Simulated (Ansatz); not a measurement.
Z-matrix (Å, degrees):
```
C
O 1 1.405
H 1 1.095 2 109.5
H 1 1.095 2 112.5 3 120.8
H 1 1.095 2 109.5 3 -118.4
Sn 2 1.958 1 132.6 3 -120.9
Br 6 2.546 2 99.3 1 0.0
```

Total charge 0; spin multiplicity 1. Sn takes the def2 core potential.

List the ωB97M-V/def2-TZVPP orbital energies in eV (Ansatz 0.2.0). (Best estimate.)

Computed: Occupied: -13156.11, -1708.44, -1536.62, -1536.59, -1536.58, -525.94, -282.40, -241.28, -180.91, -180.82, -180.78, -143.64, -98.34, -98.19, -98.05, -74.30, -74.27, -74.25, -74.17, -74.17, -32.23, -31.84, -31.81, -31.70, -31.57, -29.90, -23.52, -21.37, -16.55, -14.88, -14.79, -13.53, -10.79, -10.63, -10.45, -10.27, -9.78. Lowest empty: -0.83, 0.92, 1.34, 3.43, 3.55, 3.97, 4.22, 5.24.
